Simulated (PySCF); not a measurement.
## Shapes and spin states of [RhF2]+

Method: PBE0/[Rh def2-TZVP with ECP28, F def2-TZVP], scalar-relativistic core potentials, density fitting, no spin–orbit coupling, PySCF.

Relaxations began from a few typed shapes and spin states; open shells are unrestricted. The search is not exhaustive: other isomers or separated fragments can lie lower, and high-lying points may rest on an excited occupation.

Q: Order these stationary points by electronic energy, lowest first, in kJ/mol from the lowest minimum.
A. triplet C2v: Rh–F 1.780 Å (×2); F–Rh–F 101.3°
B. singlet (closed shell, unstable to spin polarisation) D∞h: Rh–F 1.759 Å (×2); F–Rh–F 180.0°
C. singlet (closed shell, unstable to spin polarisation) C2v: Rh–F 1.749 Å (×2); F–Rh–F 137.6°
D. quintet D∞h: Rh–F 1.802 Å (×2); F–Rh–F 180.0°
E. broken-symmetry Ms = 0 (⟨S²⟩ 0.85) C2v: Rh–F 1.752 Å (×2); F–Rh–F 134.4°

A: D (0.0), A (43.8), E (47.9), C (65.7), B (91.5).

Q: Which of them are minima?

A: By energy in kJ/mol, 0.0: minimum; 43.8: minimum; 47.9: minimum; 65.7: minimum of the closed-shell surface only; 91.5: saddle point, 1 imaginary mode.

Formally Rh is in oxidation state +3, d6, with 4 unpaired electrons (the high-spin count). The Mulliken spin on Rh is 3.15. The polar-tensor charge on Rh, 1.90, is below the formal one.

For the lowest minimum: open d and f shells are described by one determinant, and the ground state may have another occupation or spin.

The electron or spin density has lower symmetry than the nuclear frame for the broken-symmetry Ms = 0 (⟨S²⟩ 0.85) C2v at 47.9 kJ/mol, singlet (closed shell, unstable to spin polarisation) D∞h at 91.5 kJ/mol.
